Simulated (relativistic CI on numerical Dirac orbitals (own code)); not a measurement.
## How well does a small relativistic CI reproduce S I?

Computed by Dirac-Coulomb-Breit CI, KLI orbitals optimised for each configuration, model QED (radiative potential, 1s self-energy scaled to tabulated hydrogen-like ionisation energies), valence Slater integrals scaled by 0.85, P86 correlation energy added to each configuration (own radial code, finite nucleus).

Configurations in the expansion (outside the closed core [Ne]): 3s2.3p4, 3s2.3p3.4s, 3s2.3p3.4p, 3s2.3p3.3d, 3s2.3p3.5s, 3s.3p5, 3s2.3p3.5p, 3s2.3p3.4d, 3s2.3p3.6s, 3s2.3p3.4f, 3p6, 3s2.3p3.5d, 3s2.3p3.5f, 3s2.3p3.5g, 3s2.3p2.3d2, 3s2.3p.3d2.4s, 3s2.3p.3d2.4p, 3s2.3p.3d3, 3s2.3p.3d2.5s, 3s2.3p.3d2.5p, 3s2.3p2.4s2, 3s2.3p.4s2.4p, 3s2.3p.3d.4s2, 3s2.3p.4s2.5s, 3s2.3p.4s2.5p. Double excitations out of closed p, d and f shells are left out; levels of such configurations are missing from the list, as are those of other unlisted configurations, and high levels can miss mixing partners. These lack a partner that the ground configuration has and come out too high: 3s2.3p3.4d, 3s2.3p3.6s, 3s2.3p3.4f, 3s2.3p3.5d, 3s2.3p3.5f.

| Configuration | Term (tabulated) | J | Measured (cm⁻¹) | Computed | Error | Purity (%) |
| --- | --- | --- | --- | --- | --- | --- |
| 3s2.3p4 | 3P | 2 | 0.0 | 0 | 0 | 99 |
| 3s2.3p4 | 3P | 1 | 396.1 | 396 | 0 | 99 |
| 3s2.3p4 | 3P | 0 | 573.6 | 571 | -2 | 99 |
| 3s2.3p4 | 1D | 2 | 9238.6 | 10025 | 786 | 99 |
| 3s2.3p4 | 1S | 0 | 22180.0 | 18285 | -3894 | 96 |
| 3s2.3p3.4s | 5S° | 2 | 52623.6 | 51814 | -810 | 99 |
| 3s2.3p3.4s | 3S° | 1 | 55330.8 | 54734 | -597 | 99 |
| 3s2.3p3.4p | 5P | 1 | 63446.1 | 61872 | -1574 | 99 |
| 3s2.3p3.4p | 5P | 2 | 63457.1 | 61881 | -1576 | 99 |
| 3s2.3p3.4p | 5P | 3 | 63475.1 | 61897 | -1578 | 99 |
| 3s2.3p3.4p | 3P | 1 | 64889.0 | 63320 | -1569 | 99 |
| 3s2.3p3.4p | 3P | 0 | 64891.4 | 63320 | -1571 | 99 |
| 3s2.3p3.4p | 3P | 2 | 64892.6 | 63325 | -1567 | 99 |
| 3s2.3p3.4s | 3D° | 1 | 67816.4 | 68210 | 394 | 97 |
| 3s2.3p3.4s | 3D° | 2 | 67825.2 | 68220 | 395 | 97 |
| 3s2.3p3.4s | 3D° | 3 | 67842.9 | 68240 | 397 | 97 |
| 3s2.3p3.3d | 5D° | 4 | 67877.6 | 68395 | 518 | 97 |
| 3s2.3p3.3d | 5D° | 0 | 67884.2 | 68402 | 518 | 97 |
| 3s2.3p3.3d | 5D° | 1 | 67885.5 | 68402 | 516 | 97 |
| 3s2.3p3.3d | 5D° | 2 | 67887.8 | 68401 | 513 | 97 |
| 3s2.3p3.3d | 5D° | 3 | 67890.0 | 68399 | 509 | 97 |
| 3s2.3p3.4s | 1D° | 2 | 69237.9 | 69706 | 468 | 98 |
| 3s2.3p3.3d | 3D° | 1 | 70164.6 | 70060 | -104 | 92 |
| 3s2.3p3.3d | 3D° | 2 | 70166.2 | 70057 | -109 | 92 |
| 3s2.3p3.3d | 3D° | 3 | 70174.0 | 70052 | -122 | 92 |
| 3s2.3p3.5s | 5S° | 2 | 70702.8 | 69290 | -1413 | 99 |
| 3s2.3p3.5s | 3S° | 1 | 71351.4 | 70246 | -1106 | 98 |
| 3s2.3p3.5p | 5P | 1 | 73911.3 | 72617 | -1294 | 99 |
| 3s2.3p3.5p | 5P | 2 | 73914.9 | 72621 | -1294 | 99 |
| 3s2.3p3.5p | 5P | 3 | 73921.0 | 72626 | -1295 | 99 |
| 3s2.3p3.5p | 3P | 2 | 74268.5 | 73051 | -1217 | 97 |
| 3s2.3p3.5p | 3P | 1 | 74269.6 | 73050 | -1220 | 97 |
| 3s2.3p3.5p | 3P | 0 | 74271.7 | 73051 | -1221 | 97 |
| 3s2.3p3.4d | 5D° | 4 | 74973.1 | 76217 | 1244 | 95 |
| 3s2.3p3.4d | 5D° | 3 | 74974.1 | 76218 | 1244 | 95 |
| 3s2.3p3.4d | 5D° | 2 | 74975.2 | 76219 | 1243 | 95 |
| 3s2.3p3.4d | 5D° | 1 | 74976.1 | 76219 | 1243 | 95 |
| 3s2.3p3.4d | 5D° | 0 | 74976.6 | 76219 | 1242 | 95 |
| 3s2.3p3.4d | 3D° | 1 | 75951.9 | 77542 | 1591 | 86 |
| 3s2.3p3.4d | 3D° | 2 | 75952.4 | 77544 | 1591 | 85 |
| 3s2.3p3.4d | 3D° | 3 | 75956.5 | 77550 | 1593 | 85 |
| 3s2.3p3.6s | 5S° | 2 | 76464.1 | 77213 | 749 | 100 |
| 3s2.3p3.4f | 5F | 4 | 76654.8 | 78382 | 1727 | 100 |
| 3s2.3p3.4f | 5F | 5 | 76654.8 | 78382 | 1727 | 100 |
| 3s2.3p3.4f | 5F | 3 | 76654.8 | 78382 | 1727 | 100 |
| 3s2.3p3.4f | 5F | 2 | 76654.8 | 78382 | 1727 | 100 |
| 3s2.3p3.4f | 5F | 1 | 76654.8 | 78382 | 1727 | 100 |
| 3s2.3p3.4f | 3F | 4 | 76656.3 | 78381 | 1725 | 100 |
| 3s2.3p3.4f | 3F | 3 | 76656.3 | 78382 | 1725 | 100 |
| 3s2.3p3.4f | 3F | 2 | 76656.4 | 78382 | 1725 | 100 |
| 3s2.3p3.6s | 3S° | 1 | 76720.6 | 77670 | 950 | 99 |
| 3s2.3p3.4s | 3P° | 0 | 77135.5 | 77016 | -119 | 85 |
| 3s2.3p3.4s | 3P° | 1 | 77150.1 | 77021 | -129 | 84 |
| 3s2.3p3.4s | 3P° | 2 | 77181.1 | 77028 | -153 | 81 |
| 3s2.3p3.4p | 1P | 1 | 77854.9 | 77608 | -246 | 63 |
| 3s2.3p3.4p | 3D | 2 | 78152.1 | 77747 | -406 | 97 |
| 3s2.3p3.4p | 3D | 1 | 78152.3 | 77777 | -375 | 63 |
| 3s2.3p3.4p | 3D | 3 | 78203.2 | 77794 | -409 | 96 |
| 3s2.3p3.4s | 1P° | 1 | 78288.4 | 78532 | 243 | 89 |
| 3s2.3p3.4p | 3F | 2 | 78409.9 | 77969 | -441 | 97 |
| 3s2.3p3.4p | 3F | 3 | 78435.8 | 77992 | -444 | 96 |
| 3s2.3p3.4p | 3F | 4 | 78463.0 | 78017 | -446 | 99 |
| 3s2.3p3.4p | 1F | 3 | 78639.9 | 78235 | -405 | 99 |
| 3s2.3p3.4p | 3P | 2 | 79375.8 | 79226 | -150 | 97 |
| 3s2.3p3.4p | 3P | 1 | 79405.3 | 79251 | -155 | 97 |
| 3s2.3p3.4p | 3P | 0 | 79418.0 | 79263 | -155 | 97 |

Measured levels from NIST Handbook of Basic Atomic Spectroscopic Data (Sansonetti and Martin, J. Phys. Chem. Ref. Data 34, 1559 (2005)); pairs were made by configuration, J and term (by order where the table uses no LS term), so strongly mixed levels may be paired wrongly.

Mean error by configuration (cm⁻¹): 3s2.3p4 -778; 3s2.3p3.4s 9; 3s2.3p3.4p -769; 3s2.3p3.3d 280; 3s2.3p3.5s -1259; 3s2.3p3.5p -1257; 3s2.3p3.4d 1374; 3s2.3p3.6s 849; 3s2.3p3.4f 1727. Over the excited levels the mean absolute error is 937 cm⁻¹ (65 of the 68 excited levels that our extract of the source holds in range could be paired, and the others can miss by more), and the median relative error of those above 1,000 cm⁻¹ is 1.5 %.

Transition probabilities of persistent lines. The last column rescales the computed rate by the cube of measured over computed energy:

| λ measured (Å) | Lower | Upper | A tabulated (s⁻¹) | A computed | A rescaled |
| --- | --- | --- | --- | --- | --- |
| 1425.03 vacuum | 3s2.3p4 3P_2 | 3s2.3p3.3d 3D°_3 | 2.92e+08 | 2.39e+08 | 2.41e+08 |
| 1433.28 vacuum | 3s2.3p4 3P_1 | 3s2.3p3.3d 3D°_2 | 2.16e+08 | 1.76e+08 | 1.77e+08 |
| 1433.31 vacuum | 3s2.3p4 3P_1 | 3s2.3p3.3d 3D°_1 | 1.20e+08 | 1.00e+08 | 1.01e+08 |
| 1473.99 vacuum | 3s2.3p4 3P_2 | 3s2.3p3.4s 3D°_3 | 1.82e+08 | 1.59e+08 | 1.56e+08 |
| 1666.69 vacuum | 3s2.3p4 1D_2 | 3s2.3p3.4s 1D°_2 | 6.30e+08 | 5.04e+08 | 5.12e+08 |
| 1807.31 vacuum | 3s2.3p4 3P_2 | 3s2.3p3.4s 3S°_1 | 3.08e+08 | 3.35e+08 | 3.46e+08 |
| 1820.34 vacuum | 3s2.3p4 3P_1 | 3s2.3p3.4s 3S°_1 | 1.70e+08 | 1.95e+08 | 2.01e+08 |
| 1826.24 vacuum | 3s2.3p4 3P_0 | 3s2.3p3.4s 3S°_1 | 5.49e+07 | 6.41e+07 | 6.63e+07 |
| 9212.86 air | 3s2.3p3.4s 5S°_2 | 3s2.3p3.4p 5P_3 | 3.00e+07 | 2.68e+07 | 3.34e+07 |
| 9228.09 air | 3s2.3p3.4s 5S°_2 | 3s2.3p3.4p 5P_2 | 2.80e+07 | 2.67e+07 | 3.33e+07 |
| 9237.54 air | 3s2.3p3.4s 5S°_2 | 3s2.3p3.4p 5P_1 | 2.80e+07 | 2.66e+07 | 3.32e+07 |
| 10455.45 air | 3s2.3p3.4s 3S°_1 | 3s2.3p3.4p 3P_2 | 2.20e+07 | 1.95e+07 | 2.69e+07 |
| 10459.41 air | 3s2.3p3.4s 3S°_1 | 3s2.3p3.4p 3P_1 | 2.20e+07 | 1.95e+07 | 2.69e+07 |
